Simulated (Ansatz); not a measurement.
`[OH][Al]([Cl])[Cl]` + CH₃NH₂ → `C[NH][Al]([Cl])[Cl]` + H₂O at 298.15 K and 1 bar (ligand exchange at the Al–O bond).

Program: Ansatz. Geometries: PBE0-D4/def2-TZVP. ΔE: electronic, gas phase. CBS: MP2 limit from def2 TZ/QZ plus the TZ coupled-cluster correction, frozen cores. This one scheme is used for every species. One conformer a species, not always the lowest.

```
              species  CCSD(T)/CBS energy (Eh)  H − E (kJ/mol)  S (J/(mol·K))
 `[OH][Al]([Cl])[Cl]`              -1237.55309            61.8          323.3
               CH₃NH₂                -95.75281           180.0          240.4
`C[NH][Al]([Cl])[Cl]`              -1256.91293           174.0          363.0
                  H₂O                -76.37941            66.4          188.7
```

H − E and S are ideal-gas, rigid-rotor, harmonic terms from PBE0-D4/def2-TZVP, for one conformer and one mirror image of each species. 1 Eh = 2625.50 kJ/mol, R = 8.31446 J/(mol·K).

**Question.** By hand: ΔE, ΔH, ΔS and ΔG.

**Answer.** ΔE = (-1256.91293) + (-76.37941) − (-1237.55309) − (-95.75281) = 0.01356 Eh = 35.6 kJ/mol. Δ(H − E) = 174.0 + 66.4 − 61.8 − 180.0 = -1.4, so ΔH = 34.2 kJ/mol. ΔS = 363.0 + 188.7 − 323.3 − 240.4 = -12.0 J/(mol·K). ΔG = 34.2 − 298.15 × (-12.0)/1000 = 37.8 kJ/mol.

**Question.** By hand: the equilibrium constant, and the temperature at which ΔG would vanish if ΔH and ΔS stayed fixed.

**Answer.** log₁₀ K = −ΔG/(RT ln 10) = -6.6. ΔH and −TΔS have one sign here, so there is no such temperature.

The number of gas molecules stays the same, so ΔS is small and ΔH decides. A doubt of 5 kJ/mol in ΔE shifts log₁₀ K by 0.9 here. Other conformers and mirror images would add mixing entropy, several J/(mol·K) or more a flexible species. These are equilibria of isolated gas molecules and say nothing of rates. Largest T1 diagnostic: 0.010 (customary marks: 0.02 for closed shells, 0.045 for open ones).

ΔS is within the doubt of such terms, so its sign, and with it that verdict, could turn.
